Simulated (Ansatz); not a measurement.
Pulling on the B1–H2 bond in BCl2H (SMILES ClBCl) (multiplicity 1 held, fragments rigid). Energies count from the point at 1.182 Å.
Geometry at that point (charge 0, multiplicity 1):
```xyz
4

B     -0.49962    -0.31561    -0.37757
H     -1.34146    -0.84741    -1.01377
Cl    -0.35825     1.42025    -0.41873
Cl     0.58411    -1.27757     0.58942
```

R- and RO- levels are restricted; in cc, def2 and unpolarised 6-31G sets they are followed outwards from rest. Unrestricted levels (U-) break spin symmetry where that is lower. Active spaces are followed from a long bond inwards. Curves can end on different states.

Correlated levels freeze the cores.

Programs: Ansatz (Gaussian orbitals). Each number belongs to the level named beside it.

Energies in eV.

```
R (Å)  R-B3LYP/cc-pV(T+d)Z  R-MP2/cc-pV(T+d)Z  U-CCSD/cc-pV(T+d)Z  FIC-MRCISD+Q on CASSCF(2,2)/cc-pV(T+d)Z
-----  -------------------  -----------------  ------------------  ---------------------------------------
0.945                 1.05               1.08                1.08                                     1.09
1.063                 0.21               0.21                0.22                                     0.22
1.182                 0.00               0.00                0.00                                     0.00
1.300                 0.15               0.15                0.15                                     0.14
1.418                 0.48               0.50                0.49                                     0.48
1.595                 1.15               1.20                1.16                                     1.14
1.772                 1.86               1.95                1.88                                     1.85
2.068                 2.96               3.13                3.00                                     2.89
2.363                 3.87               4.10                3.86                                     3.67
2.718                 4.71               4.99                4.45                                     4.25
3.190                 5.48               5.74                4.68                                     4.59
3.781                 6.07               6.13                4.73                                     4.71
```

Doubts at one or more of the structures used: a restricted determinant that unrestricted orbitals would lower (R-B3LYP/cc-pV(T+d)Z, R-MP2/cc-pV(T+d)Z); a spin-contaminated determinant (U-CCSD/cc-pV(T+d)Z); T1 above 0.05 (U-CCSD/cc-pV(T+d)Z).

Ansatz is a first-principles code.
